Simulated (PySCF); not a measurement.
NMR data simulated for an unnamed compound:

¹H NMR (600 MHz, computed): δ 7.70 (t, 1H), 5.15 (m, 2H), 2.10 (m, 2H).

¹³C{¹H} NMR (computed): δ 177.6 (CH), 131.2 (C), 111.9 (C), 80.9 (C), 77.9 (C), 20.4 (CH2).

PySCF calculation with geometry from GFN2-xTB and σ from GIAO-PBE0/pcSseg-1; gas phase, one averaged value for each set of equivalent atoms, one computed conformer, no relativistic terms.

Shifts are taken against calculated references (same method and geometry level): TMS for ¹H (31.72 ppm), ¹³C (186.93 ppm).

Problem. Which of these does the molecule contain: a carboxylic acid, a benzene ring, a C≡C triple bond, a Si–H bond, a tert-butyl group, a nitrile?

Solution. 
- A carboxylic acid: no.
- A benzene ring: no.
- A C≡C triple bond: yes (δC 77.9, 80.9).
- A Si–H bond: yes (δH 5.15 (m)).
- A tert-butyl group: no.
- A nitrile: yes (δC 111.9).

The data belong to `N#CC#CC1=CC[SiH2]1`, C6H5NSi; they needn't prove each group on their own.

Carbon signals by region: 1 in the far downfield region (above 160 ppm), 2 in the sp2 and nitrile region (100–160 ppm), 2 at 50–100 ppm, 1 below 50 ppm. Above 160 ppm: 177.6, alkene CH.

Shifts are as computed. Against solution values, carbons near 30 ppm lie about +3 ppm off and those near 130 ppm about +5 ppm. Of 1309 compounds with measured shifts, 239 miss one by over three times the rms of a fit or turn the order of signals round; such compounds aren't used in these exercises. No couplings were computed; multiplicities are counted from neighbouring protons, with m where these are inequivalent, close in shift, in a saturated or five-membered ring or joined by F or P, and br s for small geminal =CH2 splittings.
